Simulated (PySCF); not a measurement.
## Excitation energy of Co by level of theory

Co [Ar] 3d7 4s2 (4F) → Co [Ar] 3d7 4s1 5s1 (6F), as a difference of total energies. Computed with PySCF 2.14 in x2c-TZVPPall with one added diffuse shell each of s, p, d, f type (7s6p5d3f1g, 80 functions), with scalar relativity by spin-free X2C-1e. Correlated levels: valence and next inner shell: [Ne] frozen. The calculations carry no spin-orbit coupling.

| method | excitation energy (eV) |
| --- | --- |
| UHF | 4.348 |
| MP2 (valence and next inner shell) | 5.464 |
| SCS-MP2 (valence and next inner shell) | 5.591 |
| CCSD (valence and next inner shell) | 5.501 |
| CCSD(T) (valence and next inner shell) | 5.625 |

**Question.** How much does correlation contribute at CCSD(T) (valence and next inner shell)?

**Answer.** 5.625 − (4.348) = 1.277 eV, measured against UHF.

The promoted electron is Rydberg-like, and one or two diffuse shells describe it only roughly, which tends to raise the upper state.
